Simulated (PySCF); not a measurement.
Telling isomers of C5H11O2P apart by NMR

Relativity neglected, rapidly exchanging positions averaged, gas phase, single conformer. GFN2-xTB geometry; GIAO PBE0/pcSseg-1 shieldings; PySCF.

Scale: ¹H (σref 31.72), ¹³C (σref 186.93) against TMS (reference shieldings calculated alike). Splittings of carbon signals by F and P are missing where no couplings were computed. Where no couplings were computed, multiplicities follow the n + 1 count of equivalent neighbours, and m marks all less simple cases (inequivalent or close neighbours, rings, F or P nearby). Shifts are as computed. Against solution values, carbons near 30 ppm lie about +3 ppm off and those near 130 ppm about +5 ppm. Of 1211 compounds with measured shifts, 218 miss one by over three times the rms of a fit or turn the order of signals round; such compounds aren't used in these exercises. OH and NH positions are gas-phase values without hydrogen bonding to other molecules.

(1) Tabulate the signals of `CP1(=O)CCOCC1`, `C=C[P@@](=O)(O)C(C)C` and their relative energies.

(2) What is the quickest way to tell CP1(=O)CCOCC1 from C=C[P@@](=O)(O)C(C)C?

## Answers

(1) 
| SMILES | carbon types | δC | δH | E rel. (kcal/mol) |
| --- | --- | --- | --- | --- |
| CP1(=O)CCOCC1 | 4×CH2 1×CH3 | 67.5, 35.1, 21.1 | 4.32 (m, 2H), 4.22 (m, 2H), 1.44 (m, 2H), 1.42 (m, 2H), 1.29 (m, 3H) | 4.6 |
| C=C[P@@](=O)(O)C(C)C | 2×CH 1×CH2 2×CH3 | 142.6, 140.5, 33.6, 16.8, 14.7 | 6.70 (m, 1H), 6.51 (m, 1H), 6.27 (m, 1H), 2.28 (br s, 1H), 1.66 (m, 1H), 1.35 (m, 3H), 1.08 (m, 3H) | 0.0 |

Energies are electronic energies at PBE0/pcSseg-1 on these geometries, without zero-point or thermal terms, each for the one conformer computed, which needn't be the lowest.

(2) Count the carbon signals: 3 against 5. The first has an sp3 CH2 bonded to O at 67.5 ppm, the second a terminal =CH2 carbon at 142.6 ppm. In the proton spectra the most deshielded non-exchanging signals are 4.32 (m, 2H) and 6.70 (m, 1H).
